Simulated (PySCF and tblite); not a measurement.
Results of a calculation; reference values are marked as such.
System: 1-methyl-1,2,3,6-tetrahydropyridine, C6H11N, numbered as in [CH3:1][N:2]1[CH2:3][CH:4]=[CH:5][CH2:6][CH2:7]1.

Motion: pyramidal inversion at N2. GFN2-xTB gives an electronic barrier of 6.2 kcal/mol and a reaction energy of 0.0 kcal/mol.

PBE0/pcSseg-1 + D3(BJ), IEF-PCM dimethylsulfoxide on GFN2-xTB geometries gives 6.2 kcal/mol and k(298 K) = 2.4×10⁹ s⁻¹.

(1) What does PBE0/6-31G* + D3(BJ) give on GFN2-xTB geometries?

Programs: tblite and PySCF.

Answers

(1) A barrier of 5.8 kcal/mol, 0.3 below the first DFT barrier (from unrounded values), a reaction energy of -1.5 kcal/mol and, with GFN2-xTB thermal terms, ΔG‡(298 K) = 4.3 kcal/mol and k = 4×10⁹ s⁻¹ (1 equivalent path).
